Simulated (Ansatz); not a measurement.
Spin gap between two states, R1 and P1; the higher of the two is an excited state, each structure at its B3LYP-D3(BJ)/def2-TZVP stationary point, reached from a drawn start (curvature not checked).
R1, C4H4 (SMILES C1=CC=C1) (charge 0, multiplicity 1, Z-matrix in Å and degrees):
```
C
C 1 1.3298
H 1 1.0794 2 135.10
H 2 1.0794 1 135.10 3 0.00
C 1 1.5765 3 134.90 2 180.00
C 5 1.3298 1 90.00 3 180.00
H 5 1.0794 6 135.10 2 180.00
H 6 1.0794 5 135.10 7 0.00
```
P1, C4H4 (SMILES C1=CC=C1) (charge 0, multiplicity 3):
| atom | x (Å) | y (Å) | z (Å) |
|---|---|---|---|
| C | 0.7188 | 0.7188 | 0.0000 |
| C | 0.7188 | -0.7188 | 0.0000 |
| C | -0.7188 | 0.7188 | 0.0000 |
| C | -0.7188 | -0.7188 | 0.0000 |
| H | 1.4811 | 1.4812 | 0.0000 |
| H | 1.4811 | -1.4812 | 0.0000 |
| H | -1.4811 | 1.4812 | 0.0000 |
| H | -1.4811 | -1.4812 | 0.0000 |

P less R. No zero-point or thermal terms; singlets are restricted closed shells; open shells are unrestricted.

Cores are frozen in the correlated methods.

Programs: Ansatz (an electronic-structure program) with Gaussian orbitals. All values are computed, each at the level named.

Total energies in hartree:

```json
[
 {"structure": "R1", "PBE/def2-TZVPP": "-154.529445", "r2SCAN/def2-TZVPP": "-154.633602", "CCSD(T)/cc-pVTZ": "-154.389956"},
 {"structure": "P1", "PBE/def2-TZVPP": "-154.521061", "r2SCAN/def2-TZVPP": "-154.635480", "CCSD(T)/cc-pVTZ": "-154.370615"}
]
```

Problem. Work out the spin gap at each level in meV (1 hartree = 27211.38625 meV), and say how far PBE/def2-TZVPP lies from CCSD(T)/cc-pVTZ.

Solution. 
- PBE/def2-TZVPP: (-154.521061) − (-154.529445) = 0.008384 hartree = 228.1 meV
- r2SCAN/def2-TZVPP: (-154.635480) − (-154.633602) = -0.001878 hartree = -51.1 meV
- CCSD(T)/cc-pVTZ: (-154.370615) − (-154.389956) = 0.019341 hartree = 526.3 meV
PBE/def2-TZVPP less CCSD(T)/cc-pVTZ: -298.2 meV. CCSD(T)/cc-pVTZ is the level counted from, the highest shown, and no exact or measured value.
